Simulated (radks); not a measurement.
Polarisability of the arsenic ion As4+, [Ar] 3d10 4s1, at imaginary frequency. Method: scalar-relativistic Kohn-Sham, LDA (Slater exchange, Perdew-Wang correlation), spin-polarised, spherical densities, finite nucleus; open shells are filled with parallel spins first; Fermi nuclear charge, rms radius 4.0968 fm; computed with a radial shooting solver on a logarithmic mesh with Libxc functionals. Response by self-consistent Sternheimer equations with the Hartree and adiabatic LDA kernel, the relativistic mass of each level held fixed and spin-orbit coupling left out.

| w (hartree) | alpha1(iw) (bohr^3) | alpha2(iw) (bohr^5) |
|---|---|---|
| 0.00266 | 3.879 | 5.750 |
| 0.0143 | 3.876 | 5.749 |
| 0.0360 | 3.862 | 5.744 |
| 0.0697 | 3.816 | 5.728 |
| 0.118 | 3.703 | 5.689 |
| 0.186 | 3.475 | 5.601 |
| 0.280 | 3.085 | 5.423 |
| 0.413 | 2.534 | 5.086 |
| 0.605 | 1.910 | 4.505 |
| 0.892 | 1.346 | 3.624 |
| 1.35 | 0.9156 | 2.533 |
| 2.12 | 0.6075 | 1.495 |
| 3.59 | 0.3726 | 0.7388 |
| 6.94 | 0.1809 | 0.2892 |
| 17.5 | 0.04881 | 0.06552 |

Static values: alpha1 = 3.879 bohr^3 (0.5748 angstrom^3; uncoupled 5.101), alpha2 = 5.750 bohr^5, alpha3 = 18.86 bohr^7. C6 = 7.660, C8 = 74.28, triple-dipole C9 = 19.62 atomic units. One-pole (London) frequency 4 C6 / (3 alpha1^2) = 0.679 hartree, against 2.138 for minus the highest occupied eigenvalue.
